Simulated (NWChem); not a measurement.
# Ionisation of trisilylamine (H9NSi3)

SMILES: [SiH3]N([SiH3])[SiH3]
```xyz
13

Si    -0.4883    -1.6948     0.0000
N      0.0669    -0.0181     0.0000
Si     0.2341     0.8501     1.5289
Si     0.2341     0.8501    -1.5289
H      0.0252    -2.3771     1.2217
H     -1.9795    -1.8054     0.0000
H      0.0252    -2.3771    -1.2217
H      0.6897    -0.1013     2.5821
H      1.2330     1.9434     1.3603
H     -1.0515     1.4630     1.9846
H     -1.0515     1.4630    -1.9846
H      1.2330     1.9434    -1.3603
H      0.6897    -0.1013    -2.5821
```
Charge 0, spin multiplicity 1.

The numbers come from NWChem runs, not from measurements. Structure: optimised with B3LYP/def2-SVP, held to Cs symmetry and with no frequency check, so it may be a saddle point.

Basis set: def2-TZVP. −ε marks an orbital energy of the parent.

B3LYP has NWChem's definition, with VWN1-RPA local correlation.

One of these methods gave a first vertical ionisation energy of 8.88 eV. Which?
A. G0W0@PBE0
B. −ε(HOMO) of BHandHLYP
C. −ε(HOMO) of HF
D. −ε(HOMO) of B3LYP

B, −ε(HOMO) of BHandHLYP. The others give 10.83 (−ε(HOMO) of HF), 9.55 (G0W0@PBE0), 7.45 (−ε(HOMO) of B3LYP).
